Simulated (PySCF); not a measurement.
# Electron correlation in Mn⁺ (manganese, charge +1)

[Ar] 3d5 4s1, high-spin 7S determinant. Calculation: PySCF 2.14, in Sapporo-DKH3-DZP-2012; scalar relativity by spin-free X2C-1e. Frozen: [Ar]; 6 electrons correlated.

MP2 pair energies summed by pair of shells (mhartree):

```csv
pair,energy,share (%)
3d-3d,-56.00,82.3
3d-4s,-12.06,17.7
```

Total MP2 correlation energy: -68.06 mhartree.

Same-spin part -68.06 and opposite-spin part 0.00 mhartree; SCS-MP2 scales them by 1/3 and 6/5 to -22.69 mhartree.
